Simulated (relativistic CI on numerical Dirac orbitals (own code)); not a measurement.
## Re XLVII: sensitivity of the levels to the model

Base calculation: Dirac-Coulomb-Breit CI, separate exchange-only KLI orbitals for each configuration, QED by a radiative potential, unscaled Slater integrals.

Configuration list (outside the closed core [Ar]): 3d10.4s, 3d10.4p, 3d10.4d, 3d10.4f, 3d10.5s, 3d10.5p, 3d10.5d, 3d10.5f, 3d10.5g, 3d10.6s, 3d10.6p, 3d10.6d, 3d9.4s2, 3d10.6f, 3d9.4s.4p, 3d10.7s, 3d10.8s, 3d9.4s.4d, 3d9.4s.4f, 3d9.4s.5s, 3d9.4s.5p, 3d9.4s.5d, 3d9.4s.5f. Double excitations out of closed p, d and f shells are left out; levels of such configurations are missing from the list, as are those of other unlisted configurations, and high levels can miss mixing partners.

Variants: (1) P86 correlation estimate; (2) Breit term removed. Shifts of the energy above 3d10.4s 2S_1/2, in eV, for the lowest level and the first level of each name with at least 55 % of one term (blank where a level changes its place among those of its configuration and J or its character, or is not in the variant):

| Level | Base | Δ(1) | Δ(2) |
| --- | --- | --- | --- |
| 3d10.4s 2S_1/2 | 0.00 | 0.00 | 0.00 |
| 3d10.4p 2P°_1/2 | 99.93 | +0.08 | -1.21 |
| 3d10.4p 2P°_3/2 | 208.63 | +0.08 | -0.04 |
| 3d10.4d 2D_3/2 | 362.81 | +0.14 | +0.50 |
| 3d10.4d 2D_5/2 | 385.90 | +0.14 | +1.03 |
| 3d10.4f 2F°_5/2 | 550.31 | +0.43 | +1.37 |
| 3d10.4f 2F°_7/2 | 556.19 | +0.43 | +1.72 |
| 3d10.5s 2S_1/2 | 1006.03 | -0.28 | +1.03 |
| 3d10.5p 2P°_1/2 | 1054.76 | -0.24 | +0.48 |
| 3d10.5p 2P°_3/2 | 1105.85 | -0.24 | +1.00 |
| 3d10.5d 2D_3/2 | 1179.34 | -0.23 | +1.24 |
| 3d10.5d 2D_5/2 | 1190.53 | -0.23 | +1.52 |
| 3d10.5f 2F°_5/2 | 1263.50 | +0.40 | +1.68 |
| 3d10.5f 2F°_7/2 | 1266.91 | +0.40 | +1.83 |

At this charge energies of transitions that change n are usually good to better than 1 %, and those within a shell (Δn = 0) to a few per cent.

Ionisation energy from the two ground configurations alone: base 2513.33 eV; Breit term removed 2515.32 eV. The NIST ASD value (semi-empirical) is 2514.5 eV.

LS names give the leading component of a level, which can be under half, so a name can repeat, a term be missing and a line seem to break the LS rules.
